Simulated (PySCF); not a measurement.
**Static response to an electric field**

Species: C3H6F2Si.
Atom-mapped SMILES: `[F:1]/[CH:2]=[C:3](/[F:4])[CH2:5][SiH3:6]` (hydrogens: H7 on C2; H8, H9 on C5; H10, H11, H12 on Si6)

Structure used (GFN2-xTB), in Å, numbered top down from 1:
```xyz
12
C3H6F2Si angstrom
F     -2.2413   -0.5739    1.1061
C     -1.9965   -0.2806   -0.1853
C     -0.8784    0.3394   -0.5371
F     -0.7110    0.5916   -1.8566
C      0.2489    0.7521    0.3211
Si     1.7116   -0.4859    0.1752
H     -2.7849   -0.5869   -0.8529
H      0.5840    1.7428    0.0138
H     -0.0942    0.8083    1.3522
H      2.1342   -0.5460   -1.2223
H      2.7848    0.0303    1.0244
H      1.2438   -1.7920    0.6355
```

Level: B3LYP/def2-SVPD (PySCF), static field, nuclei fixed, core orbitals frozen in the response. The polarisability tensor in these axes (au):

```
x   82.77  3.48  0.59
y    3.48 57.92 -1.56
z    0.59 -1.56 60.25
```

Task: Give the principal values, the mean and the anisotropy Δα = √{½[(α1 − α2)² + (α2 − α3)² + (α1 − α3)²]}.

Result: Principal values 56.70, 60.99 and 83.25 au; mean 66.98 au = 9.93 Å³ = 11.04 × 10⁻⁴⁰ C²·m²/J; Δα = 24.69 au (37 % of the mean).

Task: What is the dipole moment, and where does it point?

Result: (0.64, 0.34, 0.31) D, 0.79 D in size, pointing from the negative to the positive side. Measured along this direction, the outermost atoms are H7 at the negative end and H11 at the positive end.

Task: Rayleigh depolarisation ratio (linearly polarised light, static tensor)?

Result: ρ = 3Δα²/(45ᾱ² + 4Δα²) = 1828.8/(201885 + 2438.4) = 0.00895.

Task: Estimate the molar refractivity from the static electronic polarisability.

Result: Lorentz–Lorenz: R = (4π/3)N_A α = 2.5225 cm³/(mol·Å³) × 9.93 Å³ = 25.0 cm³/mol, in the limit of long wavelengths.

Task: Form Σ f/ω² (atomic units) for the 8 lowest TDDFT singlets, given as eV and f, and set it beside the mean polarisability, which is this sum over all singlets: 6.05, 0.0022; 6.47, 0.0069; 6.62, 0.3065; 6.89, 0.0796; 7.15, 0.0574; 7.27, 0.0204; 7.54, 0.0008; 7.81, 0.0393.

Result: They add up to 8.19 au, 12.2 % of the 66.98 au; the largest single term is 5.18 au, from the state at 6.62 eV. Terms in order: 0.04, 0.12, 5.18, 1.24, 0.83, 0.28, 0.01, 0.48 au. Higher excitations give the rest. The strengths listed sum to 0.513.

Task: Give the eigenvalues of the traceless quadrupole moment Θ = ½Σq(3rr − r²1), origin at the centre of nuclear charge.

Result: -6.35, 0.91, 5.44 D·Å. The values depend on the origin, since the dipole doesn't vanish. The electronic extent ⟨r²⟩ about the same centre is 846 bohr², a root-mean-square distance of 2.06 Å for the 56 electrons.

Task: Refractivity n − 1 of an ideal gas of it at 273.15 K and 1 atm, from the electronic α?

Result: N = p/kT = 2.6868 × 10¹⁹ cm⁻³, so n − 1 = 2π × N × 9.93 × 10⁻²⁴ cm³ = 1676 × 10⁻⁶ at long wavelengths, for an ideal gas.

One conformer (not necessarily the lowest) at the GFN2-xTB geometry, without solvent, vibrations or thermal averaging.

These values come from a run that also computed excited states. Time: 37 s wall; peak memory 0.71 GiB. Hardware: one thread of an Arm Neoverse N1, no GPU, on a shared host.
